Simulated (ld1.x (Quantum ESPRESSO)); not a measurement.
**Before and after: ultrasoft potential for Sb**

- Element: antimony
- Generator: ld1.x (Quantum ESPRESSO) 7.5
- Type: ultrasoft
- Functional: LDA (PZ)
- Relativity: scalar-relativistic
- Frozen core: [Kr] 4d10
- Valence charge: 5
- Reference configuration: 5s2 5p2 (charge +1)
- Partial waves: 5s (bound): rcut 1.85, rcutus 2.10 bohr; 5s channel at 3.65 Ry: rcut 1.85, rcutus 2.10 bohr; 5p (bound): rcut 2.05, rcutus 2.65 bohr; 5p channel at 0.05 Ry: rcut 2.05, rcutus 2.65 bohr; 5d channel at 0.05 Ry: rcut 2.20, rcutus 2.35 bohr; 5d channel at 1.55 Ry: rcut 2.20, rcutus 2.35 bohr
- Local potential: all-electron potential smoothed inside 1.75 bohr (lloc = -1)
- Core correction: Bessel-smoothed model core inside 1.00 bohr
- Augmentation charge: PSQ, inside the norm-conserving radii

Change: waves 5d channel at 0.05 Ry: rcut 2.20, rcutus 2.60 bohr; 5d channel at 1.55 Ry: rcut 2.20, rcutus 2.60 bohr.

Cutoffs: the cutoffs (Ry, on a coarse ladder) from which the occupation-weighted sum of valence levels, in a spherical-Bessel basis at the reference potential, stays within 10 and 1 mRy of its value at 400 Ry; they do not see the model core or the augmentation charge, which bear on the density cutoff. Errors are all-electron minus pseudo energies relative to the spin-unpolarised reference configuration.

**Question.** How do hardness, ghosts and transferability respond?

**Answer.** Both files are so soft that the ladder of cutoffs tells neither apart; the bound ghost in d disappears; the errors of the 9 common tests hardly move; the range in which the d phases agree narrows (upper end 4.3 → 2.8).

```csv
quantity,base,changed
"cutoff, loose",8 Ry,8 Ry
"cutoff, tight",12 Ry,12 Ry
bound ghosts,d,none
"error for 5s2 5p3, meV [ΔE -8.52 eV]",-3.3,-3.3
"error for 5s2 5p1, meV [ΔE 16.25 eV]",-21,-21
"error for 5s2 5p0, meV [ΔE 41.04 eV]",-109,-109
"error for 5s0 5p5, meV [ΔE 8.12 eV]",-35,-35
"error for 5s1 5p0, meV [ΔE 85.85 eV]",-471,-471
"error for 5s2 5p3.3, meV [ΔE -9.73 eV]",-4.9,-4.9
"error for 5s2 5p2.5, meV [ΔE -5.17 eV]",-0.5,-0.5
"error for 5s2 5p2 (spin-polarised), meV [ΔE -0.59 eV]",-5.1,-5.1
"error for 5s2 5p3 (spin-polarised), meV [ΔE -9.61 eV]",-11,-11
s: phases at 2.89 bohr within 0.05 rad from the reference energy up to (Ry; the scan ends near 5),1.3,1.3
p: phases at 2.89 bohr within 0.05 rad from the reference energy up to (Ry; the scan ends near 5),2.3,2.3
d: phases at 2.89 bohr within 0.05 rad from the reference energy up to (Ry; the scan ends near 5),4.3,2.8
lowest overlap eigenvalue by channel,"s 0.59, p 0.48, d 0.79","s 0.59, p 0.48, d 0.77"
```

 A true bound ghost makes a file unfit for plane-wave use even where its test errors are small: the radial tests pick states by their node count and pass the ghost by.
